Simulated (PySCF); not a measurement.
A survey of ²⁹Si NMR shifts

Theoretical values (PySCF 2.14.0 with density-fitted response routines): PBE0-D3(BJ)/def2-SVP geometry, σ from GIAO-PBE0/pcSseg-1. One averaged value for each set of equivalent atoms, one computed conformer, no solvent model, relativity neglected.

Shieldings were converted by a linear fit to measured shifts: ²⁹Si: δ = 280.36 − 0.835σ (rms 9.7 ppm, 85 shifts, 23.7 ppm with the 5 outliers that the fit left out vs TMS, solution or neat liquid). A few per cent of atoms miss by over 2 rms, more outside the fitted compound classes.

Q: Give the ²⁹Si shifts of `N#C/C=C/C[SiH2]/C=C\[SiH3]`, `C[Si@H]1[SiH2][Si@H](C2CC2)[SiH2]1`, `C=CC[Si@@H]1[SiH2][SiH2][Si@H]1C`, `CC#C[Si@H](C)[SiH]([SiH3])[SiH3]`, `N#C[Si@H](/C=C\[SiH3])C1CC1`, `[SiH3]N([SiH3])c1ccccc1`.

A: 
```json
{"compound": "[N:1]#[C:2]/[CH:3]=[CH:4]/[CH2:5][SiH2:6]/[CH:7]=[CH:8]\\[SiH3:9]", "environment": "Si6: silicon bonded to 2 C, 2 H", "δ (ppm)": "-59.6"}
{"compound": "[N:1]#[C:2]/[CH:3]=[CH:4]/[CH2:5][SiH2:6]/[CH:7]=[CH:8]\\[SiH3:9]", "environment": "Si9: silicon bonded to C, 3 H", "δ (ppm)": "-77.4"}
{"compound": "[CH3:1][Si@H:2]1[SiH2:3][Si@H:4]([CH:5]2[CH2:6][CH2:7]2)[SiH2:8]1", "environment": "Si4: silicon bonded to C, 2 Si, H, in a 4-membered ring", "δ (ppm)": "-50.7"}
{"compound": "[CH3:1][Si@H:2]1[SiH2:3][Si@H:4]([CH:5]2[CH2:6][CH2:7]2)[SiH2:8]1", "environment": "Si2: silicon bonded to C, 2 Si, H, in a 4-membered ring", "δ (ppm)": "-55.1"}
{"compound": "[CH3:1][Si@H:2]1[SiH2:3][Si@H:4]([CH:5]2[CH2:6][CH2:7]2)[SiH2:8]1", "environment": "Si3/8: silicon bonded to 2 Si, 2 H, in a 4-membered ring (×2)", "δ (ppm)": "-95.1"}
{"compound": "[CH2:1]=[CH:2][CH2:3][Si@@H:4]1[SiH2:5][SiH2:6][Si@H:7]1[CH3:8]", "environment": "Si4: silicon bonded to C, 2 Si, H, in a 4-membered ring", "δ (ppm)": "-53.6"}
{"compound": "[CH2:1]=[CH:2][CH2:3][Si@@H:4]1[SiH2:5][SiH2:6][Si@H:7]1[CH3:8]", "environment": "Si7: silicon bonded to C, 2 Si, H, in a 4-membered ring", "δ (ppm)": "-59.8"}
{"compound": "[CH2:1]=[CH:2][CH2:3][Si@@H:4]1[SiH2:5][SiH2:6][Si@H:7]1[CH3:8]", "environment": "Si6: silicon bonded to 2 Si, 2 H, in a 4-membered ring", "δ (ppm)": "-94.1"}
{"compound": "[CH2:1]=[CH:2][CH2:3][Si@@H:4]1[SiH2:5][SiH2:6][Si@H:7]1[CH3:8]", "environment": "Si5: silicon bonded to 2 Si, 2 H, in a 4-membered ring", "δ (ppm)": "-96.9"}
{"compound": "[CH3:1][C:2]#[C:3][Si@H:4]([CH3:5])[SiH:6]([SiH3:7])[SiH3:8]", "environment": "Si4: silicon bonded to 2 C, Si, H", "δ (ppm)": "-64.6"}
{"compound": "[CH3:1][C:2]#[C:3][Si@H:4]([CH3:5])[SiH:6]([SiH3:7])[SiH3:8]", "environment": "Si7: silicon bonded to Si, 3 H", "δ (ppm)": "-99.5"}
{"compound": "[CH3:1][C:2]#[C:3][Si@H:4]([CH3:5])[SiH:6]([SiH3:7])[SiH3:8]", "environment": "Si8: silicon bonded to Si, 3 H", "δ (ppm)": "-101.1"}
{"compound": "[CH3:1][C:2]#[C:3][Si@H:4]([CH3:5])[SiH:6]([SiH3:7])[SiH3:8]", "environment": "Si6: silicon bonded to 3 Si, H", "δ (ppm)": "-121.4"}
{"compound": "[N:1]#[C:2][Si@H:3](/[CH:4]=[CH:5]\\[SiH3:6])[CH:7]1[CH2:8][CH2:9]1", "environment": "Si3: silicon bonded to 3 C, H", "δ (ppm)": "-57.0"}
{"compound": "[N:1]#[C:2][Si@H:3](/[CH:4]=[CH:5]\\[SiH3:6])[CH:7]1[CH2:8][CH2:9]1", "environment": "Si6: silicon bonded to C, 3 H", "δ (ppm)": "-77.3"}
{"compound": "[SiH3]N([SiH3])c1ccccc1", "environment": "silicon bonded to N, 3 H (×2)", "δ (ppm)": "-52.9"}
```
